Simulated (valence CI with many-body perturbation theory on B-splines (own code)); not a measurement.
## Ladder of approximations for In²⁵⁺

Calculated by configuration interaction combined with many-body perturbation theory (CI+MBPT): six valence electrons over a frozen Dirac-Fock core [Ar], a basis of 7 s, 7 p, 8 d, 6 f, 4 g, 1 h functions for each j, with the one-electron correlation potential Σ1, the two-electron term Σ2, the three-electron term Σ3, Breit, model QED; selected CI, second order for the rest, scaled by the run's own slope (own B-spline code, finite nucleus).

No measured levels were compared; by estimate terms of the open shell hold to 2 to 4 % of their energy, and close levels can change places. Core correlation moves these levels by up to 11000 cm⁻¹, and in measured spectra 5 to 20 % of such shifts remained as error; rates that hang on mixing are uncertain with them. Among the levels kept, up to 920 cm⁻¹ of a level comes from second order outside the variational space, and about a tenth of that is noise between levels of different J, which matters for small intervals. Only levels of the ground parity were solved; by the run's estimate the other parity begins above the list, which can be wrong where configurations are misplaced.

Each rung adds one term. CI alone is the Dirac-Coulomb CI over the frozen core; QED comes last and gives the full result, which names the levels. Energies are above (3d3/2^4 3d5/2^2) J=4 on the same rung, in eV.

Levels are named by their leading jj configuration (3d3/2^4 stands for four electrons in 3d with j = 3/2), which in mixed levels can hold well under half, so a name can repeat and another be missing. Letters in brackets count levels of one name in rising energy.

| Level | CI alone | Σ1 | Σ2 | Σ3 | Breit | QED | Full |
| --- | --- | --- | --- | --- | --- | --- | --- |
| (3d3/2^4 3d5/2^2) J=2 | 4.058 | +0.0114 | -0.1755 | -0.1199 | +0.1510 | +0.0016 | 3.927 |
| (3d3/2^3 3d5/2^3) J=3 [a] | 5.251 | +0.0630 | +0.1440 | +0.0705 | -0.1222 | +0.0211 | 5.427 |
| (3d3/2^2 3d5/2^4) J=0 [a] | 7.290 | +0.0536 | +0.0071 | -0.0284 | +0.0773 | +0.0158 | 7.415 |
| (3d3/2^3 3d5/2^3) J=1 [a] | 7.388 | +0.0707 | +0.0949 | -0.0037 | -0.0111 | +0.0226 | 7.561 |
| (3d3/2^3 3d5/2^3) J=4 [a] | 10.677 | +0.0336 | -0.0280 | -0.1211 | -0.0208 | +0.0079 | 10.548 |
| (3d3/2^3 3d5/2^3) J=6 | 13.910 | +0.0615 | +0.2266 | -0.2397 | -0.5117 | +0.0164 | 13.464 |
| (3d3/2^3 3d5/2^3) J=5 | 13.854 | +0.0588 | +0.0494 | -0.1329 | -0.3184 | +0.0153 | 13.526 |
| (3d3/2^2 3d5/2^4) J=2 [a] | 15.211 | +0.1004 | -0.0660 | -0.1605 | -0.1236 | +0.0312 | 14.993 |
| (3d3/2^3 3d5/2^3) J=3 [b] | 16.512 | +0.0744 | -0.1662 | -0.1225 | -0.1544 | +0.0200 | 16.164 |
| (3d3/2^3 3d5/2^3) J=2 [a] | 17.116 | +0.0764 | -0.2717 | -0.2710 | -0.0938 | +0.0205 | 16.576 |
| (3d3/2^2 3d5/2^4) J=4 [a] | 19.975 | +0.1222 | +0.2125 | -0.2080 | -0.3904 | +0.0371 | 19.748 |
| (3d3/2^2 3d5/2^4) J=0 [b] | 20.078 | +0.1021 | -0.2089 | +0.0449 | -0.0473 | +0.0304 | 19.999 |
| (3d3/2^3 3d5/2^3) J=4 [b] | 21.829 | +0.1090 | -0.0722 | -0.0989 | -0.3828 | +0.0306 | 21.415 |
| (3d3/2^3 3d5/2^3) J=1 [b] | 21.751 | +0.0989 | -0.5159 | +0.1070 | -0.0402 | +0.0272 | 21.428 |
| (3d3/2^3 3d5/2^3) J=2 [b] | 22.176 | +0.0963 | -0.4125 | -0.0067 | -0.1607 | +0.0261 | 21.718 |
| (3d3/2^2 3d5/2^4) J=5 | 22.349 | +0.1379 | +0.2062 | -0.1342 | -0.6234 | +0.0414 | 21.977 |
| (3d3/2^2 3d5/2^4) J=3 [a] | 23.817 | +0.1172 | -0.4206 | +0.1437 | -0.2542 | +0.0335 | 23.437 |
| (3d3/2^2 3d5/2^4) J=3 [b] | 24.624 | +0.1447 | -0.0555 | -0.0914 | -0.3988 | +0.0420 | 24.265 |
| (3d3/2^2 3d5/2^4) J=6 | 25.101 | +0.1391 | +0.3839 | -0.2854 | -0.7904 | +0.0402 | 24.589 |

The middle columns are the shifts that each term adds.

(1) How does the ionisation energy move along the ladder, and which term matters most?

Answers

(1) CI alone 1314.3, + Σ1 1316.5, + Σ2 1327.9, + Σ3 1328.3, + Breit 1327.8, + QED 1327.9 eV. The largest step is Σ2, 11.4 eV. NIST lists 1328 ± 4 eV (theoretical).
